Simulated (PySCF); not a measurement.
(3Z)-3-methylpenta-1,3-diene (C6H10), SMILES C/C=C(/C)C=C. Atoms are numbered in the order given.

```xyz
16

C      1.0696    -2.0918     0.0000
C      0.8987    -0.7490     0.0000
C     -0.3878    -0.0470     0.0000
C     -1.6434    -0.8847     0.0000
C     -0.4755     1.3153     0.0000
C      0.6315     2.3230     0.0000
H      0.2212    -2.7936     0.0000
H      2.0771    -2.5344     0.0000
H      1.8026    -0.1178     0.0000
H     -2.5514    -0.2519     0.0000
H     -1.6862    -1.5480    -0.8901
H     -1.6862    -1.5480     0.8901
H     -1.4945     1.7440     0.0000
H      1.6426     1.8750     0.0000
H      0.5583     2.9897    -0.8870
H      0.5583     2.9897     0.8870
```

The structure is a stationary point at PBE-D3(BJ)/def2-SVP. Other conformers were not sampled.

Two levels are set side by side: PBE/pcSseg-1 (PySCF) and HF/pcSseg-1 (PySCF). GIAO shifts against TMS (¹H), TMS (¹³C) at the same level; non-relativistic, no solvent, atoms listed together averaged. Differences are taken from unrounded values.

| quantity | PBE |
|---|---|
| δ(¹³C) of C1 (ppm) | 120.9 |
| δ(¹³C) of C2 (ppm) | 141.7 |
| δ(¹³C) of C3 (ppm) | 143.2 |
| δ(¹³C) of C4 (ppm) | 26.5 |
| δ(¹³C) of C5 (ppm) | 138.7 |
| δ(¹³C) of C6 (ppm) | 20.1 |
| δ(¹H) of H7, H8 (ppm) | 5.73 |
| δ(¹H) of H9 (ppm) | 7.50 |
| δ(¹H) of H13 (ppm) | 6.06 |

These are the PBE values. What does HF give? (The exact figures need the calculation; the answer reports its results.)


| quantity | HF | PBE minus HF |
|---|---|---|
| δ(¹³C) of C1 (ppm) | 124.4 | -3.5 |
| δ(¹³C) of C2 (ppm) | 145.0 | -3.3 |
| δ(¹³C) of C3 (ppm) | 142.5 | 0.8 |
| δ(¹³C) of C4 (ppm) | 23.9 | 2.6 |
| δ(¹³C) of C5 (ppm) | 139.7 | -0.9 |
| δ(¹³C) of C6 (ppm) | 17.4 | 2.7 |
| δ(¹H) of H7, H8 (ppm) | 5.84 | -0.11 |
| δ(¹H) of H9 (ppm) | 7.50 | 0.00 |
| δ(¹H) of H13 (ppm) | 6.04 | 0.02 |

Rough cost on one machine, each run with all the roots and properties that it gave: HF against PBE within a factor of 2.
